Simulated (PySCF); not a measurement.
C5H4BF, SMILES FB1[C@@H](C=C1)C#C.

Geometry optimised at B3LYP-D3(BJ)/def2-SVP. The structure was generated by enumeration; whether it is a known compound was not checked.

Two levels are set side by side: PBE/def2-TZVP (PySCF) and B3LYP/def2-TZVP (PySCF). Same geometry, gas phase. Differences are taken from unrounded values.

```tsv
quantity	B3LYP	PBE	PBE minus B3LYP
orbital gap (eV)	5.49	3.70	-1.79
highest occupied level (eV)	-7.16	-6.19	0.98
lowest empty level (eV)	-1.68	-2.49	-0.81
dipole moment (D)	1.85	1.78	-0.08
mean polarisability (bohr³)	66.6	68.4	1.8
```

Without exact exchange PBE keeps part of each electron's self-repulsion, which lifts occupied levels and narrows the gap. Differences between two approximate levels are no errors against the true value.

Rough cost on one machine, each run with all the roots and properties that it gave: B3LYP against PBE within a factor of 2.
